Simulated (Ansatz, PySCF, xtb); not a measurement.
Breaking a bond: HCl₃OZr, SMILES [OH][Zr]([Cl])([Cl])[Cl]. The Zr1–Cl6 bond (Zr1 also carries Cl, Cl, O; Cl6 carries nothing else) is stretched with both fragments frozen at the PBE0/def2-TZVP, def2 effective core potentials past Kr optimised geometry.

Levels of theory: GFN1-xTB (xtb); RKS-B3LYP/LANL2DZ = restricted B3LYP/LANL2DZ, with its core potentials past Ne run with PySCF; RKS-PBE0 = restricted PBE0/def2-TZVP, def2 effective core potentials past Kr run with Ansatz (a quantum-chemistry and plane-wave program); RHF/3-21G = restricted Hartree-Fock/3-21G (PySCF); UKS-B3LYP/LANL2DZ = PySCF 2.14.0 with unrestricted B3LYP/LANL2DZ, with its core potentials past Ne.

Energies are in kcal/mol, each relative to the lowest point of its own curve near equilibrium.

```
R / Å  GFN1-xTB  RKS-B3LYP/LANL2DZ  RKS-PBE0  RHF/3-21G  UKS-B3LYP/LANL2DZ
-----  --------  -----------------  --------  ---------  -----------------
1.91       68.2               78.0      60.6       84.4               78.0
2.05          …               31.6      22.1       36.4               31.6
2.19          …                9.0       4.7          …                9.0
2.27        0.0                2.9       0.9        4.7                2.9
2.34        0.3                0.4       0.0        1.4                0.4
2.43        2.6                0.0         …        0.0                0.0
2.52        6.3                1.8       4.6        1.1                1.8
2.63          …                5.9      10.2        4.7                5.9
2.83       23.3               16.4      22.8       15.3               16.4
3.09       39.0               32.0      40.1       32.2               32.0
3.39       56.8               49.2      58.4       51.9               49.2
3.84       79.9               70.7      80.8       78.0               70.7
4.36       98.2               88.5      99.4      101.4               85.4
4.95          —              101.4     113.3      120.3               93.7
5.76          —              111.3     124.3      136.9               98.9
6.83          —              117.8     131.6      149.9                  …
```

Problem. What belongs in the gaps?

Solution. 
- 2.05, GFN1-xTB: 19.0
- 2.19, GFN1-xTB: 2.4
- 2.19, RHF/3-21G: 11.9
- 2.43, RKS-PBE0: 1.3
- 2.63, GFN1-xTB: 11.8
- 6.83, UKS-B3LYP/LANL2DZ: 101.6

A dash means that the run gave no value there, or that the column was ended at a point which the program doubted or which failed a test of continuity chosen for this set; such a test can also cut sound points.

The restricted form behind RKS-B3LYP/LANL2DZ, RKS-PBE0, RHF/3-21G keeps the bonding electrons paired and can't separate into open-shell fragments. The unrestricted determinant behind UKS-B3LYP/LANL2DZ is spin-contaminated at 3.84 to 6.83 Å (<S²> up to 0.8, against 0.00 for a pure singlet).
